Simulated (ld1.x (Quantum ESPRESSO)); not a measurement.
## Cutoff test, Sr (Z = 38), TM

| Item | Value |
| --- | --- |
| Element | strontium (Sr) |
| Generator | ld1.x (Quantum ESPRESSO) 7.5 |
| Type | norm-conserving Troullier–Martins (Kleinman–Bylander form) |
| Functional | PBE |
| Relativity | scalar-relativistic |
| Frozen core | [Kr] |
| Valence charge | 2 |
| Reference configuration | 4d0 5s2 5p0 |
| Partial waves | 5s (bound): rc 4.10 bohr; 5p (bound, empty): rc 1.85 bohr; 4d (bound, empty): rc 2.60 bohr |
| Local potential | the d channel |
| Core correction | none |

The pseudo-atom Hamiltonian at the reference potential is diagonalised in spherical Bessel functions j_l(qr) that vanish at 20 bohr, with q² up to the cutoff. All-electron valence levels (Ry): 5s -0.2592, 5p -0.0944, 4d -0.0942.

**Question.** How do the lowest levels (Ry) of each channel move with the cutoff, and are there ghosts?

**Answer.**

```tsv
cutoff (Ry)	s #1	s #2	p #1	p #2	p #3	p #4	d #1	d #2	f #1	Σ f·Δε (mRy)
8	-2.0385	-0.2591	-1.7458	-0.0946	0.0442	0.1762	-0.0524	0.0566	0.0906	0.1
10	-2.1861	-0.2591	-1.8545	-0.1030	0.0413	0.1712	-0.0682	0.0528	0.0906	0.1
12	-2.2515	-0.2591	-1.9146	-0.1085	0.0395	0.1681	-0.0803	0.0504	0.0906	0.1
400	-2.2913	-0.2592	-2.3898	-0.4441	-0.0900	0.0454	-0.0942	0.0480	0.0906	0.0
```

Result: ghost states, extra bound levels that the all-electron valence spectrum of the same l lacks: p at -32.5 eV, s at -31.2 eV, p at -6.0 eV (a true bound ghost makes a file unfit for plane-wave use); 10 mRy is reached at 6 Ry and 1 mRy at 8 Ry.

The cutoffs count occupied waves only; the empty 5p level needs over 300 Ry at the loose tolerance. 2 of 7 tests not solved or not reliable.
